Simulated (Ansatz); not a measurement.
A nudged elastic band was laid between two geometries of H₄O₂SZn (8 atoms, charge 0, multiplicity 1).

Level of theory: Ansatz, RKS BLYP-D4/def2-mTZVP.

```yaml
movable_images: 5
climbing_image: yes
spring: 5.0 eV/Å²
optimiser: quadratic models (default)
start_path: through a guess of the saddle point
force_threshold: 0.03 eV/Å
iteration_limit: 60
end_points: relaxed
```

Initial state:

```xyz
8
Properties=species:S:1:pos:R:3
Zn 0.514 0.106 -0.654
S 2.671 0.208 -0.221
O -1.189 0.174 -1.370
H -0.911 0.445 1.819
O -0.789 -0.295 1.192
H 2.527 -0.400 0.995
H -1.275 -0.002 -2.324
H -1.549 -0.237 0.562
```

Final state:

```xyz
8
Properties=species:S:1:pos:R:3
Zn -0.825 -0.085 -0.465
S 1.764 0.680 0.455
O -0.919 -0.170 -2.276
H 1.011 0.467 1.576
O -1.123 -0.161 1.339
H 2.267 -0.588 0.465
H -0.134 0.253 -2.675
H -2.040 -0.395 1.579
```

**Question.** Which bonds break or form, and what moves?

**Answer.** Bonds broken: H4–O5. Bonds formed: S2–H4. H4O2SZn becomes H2O2Zn + H2S.

**Question.** Give the energies along the band, and the barrier.

**Answer.** The forces met the threshold. The highest image is number 4 of 0 to 6, 0.98 eV above the first end and 0.19 eV above the last; the last end lies 0.80 eV above the first. A vibrational analysis at the climbing image gives one clearly imaginary mode, 654i cm⁻¹: a first-order saddle point. The orbitals stay closed-shell, which can raise the energy where a bond breaks towards radicals; this wasn't checked here.

```csv
image,path coordinate (Å),energy (eV),H4–O5 (Å),S2–H4 (Å)
0,0.00,0.00,0.98,4.13
1,0.85,0.05,0.98,3.54
2,1.69,0.10,0.98,2.92
3,2.54,0.21,1.00,2.31
4,3.38,0.98,1.44,1.54
5,3.98,0.84,1.92,1.38
6,4.57,0.80,2.24,1.37
```

**Question.** What is the geometry of the highest image?

**Answer.** 
```xyz
8
Properties=species:S:1:pos:R:3:forces:R:3
Zn -0.520 -0.066 -0.543 -0.01 -0.01 0.01
S 1.695 0.668 0.556 0.02 0.01 0.01
O -1.136 -0.151 -2.254 0.01 0.00 0.00
H 0.502 0.225 1.424 -0.01 0.01 0.01
O -0.805 -0.376 1.345 0.01 -0.01 -0.01
H 2.259 -0.575 0.567 0.00 -0.01 -0.01
H -0.456 0.174 -2.876 -0.01 0.00 0.00
H -1.540 0.100 1.780 0.00 0.01 0.00
```

**Question.** What are the harmonic wavenumbers there?

**Answer.** 654i, 113, 116, 180, 240, 298, 403, 429, 489, 552, 637, 763, 847, 1229, 1332, 2547, 3648, 3659 cm⁻¹.

Time of the run: 2.1 min on 2 threads of Arm Neoverse V1 (shared host), peak memory 0.16 GiB.
